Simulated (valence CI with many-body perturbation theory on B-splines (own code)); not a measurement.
# K VI: magnetic and hyperfine properties of the levels

Computed by configuration interaction combined with many-body perturbation theory (CI+MBPT): four valence electrons over a frozen Dirac-Fock core [Ne], radial functions for each j: 11 s, 11 p, 9 d, 7 f, 5 g, 2 h, 1 i, with the one-electron correlation potential Σ1 (screened to all orders), the two-electron term Σ2, the three-electron term Σ3, Breit, model QED; selected single and double excitations, second order for the rest, scaled by the run's own slope (own B-spline code, finite nucleus).

Set against measurement, 25 paired levels are off by 69 cm⁻¹ on average, the worst by 276. These come from a selection out of Sansonetti, J. Phys. Chem. Ref. Data 37, 7 (2008). Levels without a partner in it may be off by more.

A/g_I is the dipole constant over the nuclear g factor μ/I (μ in nuclear magnetons, uniformly magnetised nucleus), B/Q the quadrupole constant per barn. Both hold the static response of the core; the bare values leave it out. Large factors of s and p1/2 electrons are usually good to 5 to 10 %; those of open d and f shells near neutrality can be off by tens of per cent, and small factors of p3/2, d and f electrons come from cancelling terms and can be off by a factor of two or in sign, in half-filled shells by more. B is blank for J = 1/2, where it vanishes, and for nearly pure S terms. Energies count from the lowest level. Levels with J = 0 are left out.

Names give the largest LS component (configuration and term), which can be under half, so a name can repeat, a term be missing and a line seem to break the LS rules; names also repeat where a configuration has a term twice.

```csv
Level,E (eV),g,A/g_I (MHz),A/g_I bare,B/Q (MHz/b),B/Q bare
3s2 3p2 3P_1,0.141,1.501,68.5,105,915,840
3s2 3p2 3P_2,0.363,1.497,1330,1260,-1820,-1670
3s2 3p2 1D_2,2.363,1.003,1790,1660,3620,3320
3s 3p3 5S°_2,12.376,2.001,5090,4770,,
3s 3p3 3D°_1,17.442,0.502,-3200,-2930,118,109
3s 3p3 3D°_2,17.449,1.168,2500,2330,287,266
3s 3p3 3D°_3,17.475,1.334,4390,4060,-264,-239
3s 3p3 3P°_1,20.267,1.498,6210,5730,-253,-232
3s 3p3 3P°_2,20.268,1.497,5070,4690,-328,-304
3s 3p3 1D°_2,22.170,1.003,1260,1190,-692,-633
3s2 3p 3d 3F°_2,26.951,0.666,1310,1230,1400,1310
3s2 3p 3d 3F°_3,27.079,1.083,796,779,1520,1410
3s 3p3 3S°_1,27.102,1.924,-4540,-3970,,
3s2 3p 3d 3F°_4,27.257,1.250,458,469,2080,1930
3s 3p3 1P°_1,27.785,1.077,1010,965,20.1,19.9
3s2 3p 3d 3P°_2,31.288,1.449,359,403,407,382
3s2 3p 3d 3P°_1,31.431,1.483,394,457,72.0,64.9
3s2 3p 3d 1D°_2,31.722,1.044,1040,988,-852,-782
3s2 3p 3d 3D°_1,32.249,0.517,-350,-296,-721,-660
3s2 3p 3d 3D°_2,32.303,1.173,560,572,-1020,-932
3s2 3p 3d 3D°_3,32.338,1.333,975,951,-1480,-1350
3s2 3p 3d 1F°_3,35.437,1.000,697,675,2060,1920
3s2 3p 3d 1P°_1,36.449,0.999,-369,-288,233,223
3p4 3P_2,37.824,1.492,1900,1840,853,788
3p4 3P_1,38.038,1.501,1280,1270,-453,-418
3p4 1D_2,38.946,1.008,1650,1530,-3090,-2840
3s 3p2 3d 5F_1,39.477,0.000,-4040,-3720,-328,-295
3s 3p2 3d 5F_2,39.520,1.002,516,526,-115,-101
3s 3p2 3d 5F_3,39.585,1.252,1690,1610,-259,-229
3s 3p2 3d 5F_4,39.675,1.351,2210,2090,-735,-660
3s 3p2 3d 5F_5,39.790,1.400,2560,2410,-1690,-1530
3s 3p2 3d 5D_1,40.760,1.499,3120,2950,-787,-727
3s 3p2 3d 5D_2,40.783,1.499,3040,2870,-644,-594
3s 3p2 3d 5D_3,40.818,1.498,2900,2740,181,168
```

Task: Take the isotope of mass number 41, with I = 3/2, μ = 0.21487 μN and Q = 0.0734 b. What is the hyperfine structure of 3s2 3p2 3P_2?

Result: From the table A = 191 MHz, B = -134 MHz. Shifts from the centre of gravity in MHz: F = 1/2: -977, F = 3/2: -573, F = 5/2: -11.8, F = 7/2: 540.
